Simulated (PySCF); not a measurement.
Energy profile

The step: GeH₄ + PH₃ → GePH₅ ([PH2][GeH3]) + H₂; bonds formed: Ge1–P7, H2–H6; bonds broken: Ge1–H2, H6–P7 (atoms numbered as in the saddle structure below).

```
atom    x (Å)    y (Å)    z (Å)
 Ge1  -0.8738   0.7813  -0.2894
  H2  -0.6950  -1.0830  -0.3366
  H3  -1.5337   0.7252  -1.6894
  H4  -1.9281   0.8145   0.8263
  H5  -0.0899   2.1115  -0.2866
  H6  -0.0186  -1.6179   0.2888
  P7   1.1082  -0.5578   0.7587
  H8   2.4601  -0.4706   1.2974
  H9   1.5710  -0.7031  -0.5693
```

Electronic energies by CCSD(T) at an estimated basis limit (MP2 extrapolated from triple and quadruple zeta, plus CCSD(T) − MP2 in triple zeta), on PBE0-D4/def2-TZVP structures; GePH7, closed shell; no counterpoise correction. PySCF 2.14 with density fitting (its default auxiliary sets; JK sets also for MP2 and CCSD(T)); basis: def2-TZVPP and def2-QZVPP; cores frozen in the correlated methods. Filled d shells of the heavier atoms are correlated. The def2 sets are not built for correlating such inner shells, so the correlated values are less sure here. Extrapolation: Hartree–Fock as exp(−7.88 √X), correlation as X^−2.97.

Q: Give the profile in kJ/mol, counted from the separated reactants. (To be estimated.)

A: Computed:
```csv
point,kJ/mol
"separated: GeH4 (Ge1, H2, H3, H4, H5; singlet) + PH3 (H6, P7, H8, H9; singlet)",0.0
start structure,-5.3
saddle,262.2
end structure,-6.9
"separated: GePH5 (linked as [PH2][GeH3]; Ge1, H3, H4, H5, P7, H8, H9; singlet) + H2 (H2, H6; singlet)",-4.8
```

No T1 diagnostic of these runs exceeds 0.014. The end structure is not quite a true minimum (one mode of 40i cm⁻¹).

For scale, one of the runs: CCSD(T)/def2-TZVPP, 188 basis functions, launched by `OMP_NUM_THREADS=4 python run.py`. The run took 5 min on 4 CPU threads of an Arm Neoverse V2 (shared host), with 2.1 GiB of host memory at its peak.
